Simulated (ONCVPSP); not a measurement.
promethium: from the effect back to the setting (ONCV)

Base potential:

| Item | Value |
| --- | --- |
| Element | promethium |
| Generator | ONCVPSP 4.0.1 |
| Type | optimised norm-conserving Vanderbilt (ONCV) |
| Functional | PBEsol |
| Relativity | scalar-relativistic |
| Frozen core | [Kr] 4d10 4f4 |
| Valence charge | 11 |
| Reference configuration | 5s2 5p6 5d1 6s1 (charge +1) |
| Partial waves | 5s+6s: rc 2.15 bohr, ncon 5, nbas 8, qcut 5.7 1/bohr, 2 projectors; 5p: rc 2.65 bohr, ncon 5, nbas 9, qcut 4.2 1/bohr, 3 projectors, debl 2.6 Ha; 5d: rc 3.45 bohr, ncon 5, nbas 10, qcut 3.6 1/bohr, 1 projector; f scattering state at 0.03 Ha: rc 3.75 bohr, ncon 4, nbas 7, qcut 3 1/bohr, 2 projectors, debl 3.8 Ha |
| Local potential | polynomial inside 2.00 bohr (lpopt 5, dvloc0 0 Ha) |
| Core correction | Teter function, fcfact 1.5, rcfact 1.15 |

Cutoffs, loose and tight: the cutoffs (Ha) at which the residual kinetic energy of the hardest occupied pseudo-wave falls to 1 and 0.1 mHa per electron. They do not see the model core or the augmentation charge, which bear on the density cutoff. Test errors are all-electron minus pseudo excitation energies from the reference, over the configurations 5s2 5p6 5d1 6s2; 5s2 5p6 5d1 6s0; 5s2 5p6 5d0 6s0; 5s2 5p6 5d1.5 6s1.5; variants that change the core or the reference have their own tests.

Only the s radius is moved (3 further runs of the sweep failed or gave no value and are left out):

```
s radius (bohr)  cutoff, loose  cutoff, tight  bound ghosts  largest test error (meV)
           2.06          14 Ha          18 Ha          none                       +12
           2.36          12 Ha          14 Ha          none                       +11
           2.54          11 Ha          13 Ha          none                       +11
           2.76         9.8 Ha          12 Ha          none                       +12
            3.1         8.0 Ha          10 Ha          none                       +12
```

**Question.** One more run gave cutoff, loose: 9.1 Ha; cutoff, tight: 11 Ha; bound ghosts: none; largest test error (meV): +12. Which value of the s radius was used?

**Answer.** 2.86 bohr. The loose cutoff moves one way along this sweep, from 14 Ha at 2.06 to 8.0 Ha at 3.1 bohr, which places the run between 2.76 and 3.1 bohr.
